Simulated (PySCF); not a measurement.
Al(F)2(SH) (AlF2HS), SMILES [F][Al]([F])[SH]. Coordinates come from a B3LYP-D3(BJ)/def2-SVP optimisation. The values are those of a single conformer.

Question: Give the equilibrium geometry at B3LYP-D3(BJ)/def2-SVP (PySCF confirms it by a frequency run) as bond lengths and angles, and its point group. (The exact figures need the calculation; the answer reports its results.)

Answer: Several could match; the one computed here: point group Cs.
Atoms: Al1 F2 F3 S4 H5. Bonds (Å): Al1–F2 1.653, Al1–F3 1.656, Al1–S4 2.162, S4–H5 1.355. Bond angles (°): F2–Al1–F3 119.1, F2–Al1–S4 120.2, F3–Al1–S4 120.7, Al1–S4–H5 92.2.
Charge 0, spin multiplicity 1.
